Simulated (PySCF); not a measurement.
**Question.** Give a GFN2-xTB geometry of `C=C(C)[SiH]1CC=CC1`.

**Answer.** 
```xyz
20
C7H12Si angstrom
C     -2.6498    1.1947   -0.1881
C     -1.6012    0.4216    0.0578
C     -1.7093   -0.7722    0.9589
Si     0.0935    0.7718   -0.7058
C      1.4989    0.8424    0.5897
C      2.3705   -0.3296    0.2514
C      2.0583   -1.0847   -0.7868
C      0.8419   -0.7466   -1.5952
H     -3.6214    1.0046    0.2435
H     -2.5805    2.0535   -0.8333
H     -1.0191   -0.6762    1.7956
H     -1.4388   -1.6782    0.4188
H     -2.7190   -0.8856    1.3491
H      0.0409    1.9672   -1.5595
H      2.0819    1.7628    0.5305
H      1.1566    0.7676    1.6235
H      3.2356   -0.5211    0.8715
H      2.6486   -1.9413   -1.0819
H      1.1334   -0.5317   -2.6244
H      0.1737   -1.6082   -1.6438
```

Orientation and origin are arbitrary. Atoms count from 1 in this order. The 5-membered ring Si4–C5–C6–C7–C8 has internal angles of 93.3° to 119.1° (sum 540°, against 540° for a flat polygon); it is almost planar, 0.01 Å rms from its mean plane, widest ring torsion 2°. The 3 C–Si bonds span 1.891 Å (C2–Si4, drawn single) to 1.913 Å (Si4–C5, drawn single), a spread of 0.022 Å. Of the pairs four or more bonds apart, H9···H13 is among the closest relative to their van der Waals radii: 2.37 Å, 99 % of the sum of Bondi's values. The 5 C–C bonds span 1.321 Å (C6=C7, drawn double) to 1.500 Å (C2–C3, drawn single), a spread of 0.179 Å.

Bonds between heavy atoms (Å): C1=C2 1.326, C2–C3 1.500, C2–Si4 1.891, Si4–C5 1.913, C5–C6 1.499, C6=C7 1.321, C7–C8 1.499, Si4–C8 1.912.

Computed geometry: GFN2-xTB, gas phase.

Point group: Cs (tolerance 0.08 Å). No GFN2-xTB frequencies stand behind this structure, so it isn't proved a minimum. The numbers are those of one conformer (C1–C2–Si4–C5 128°).
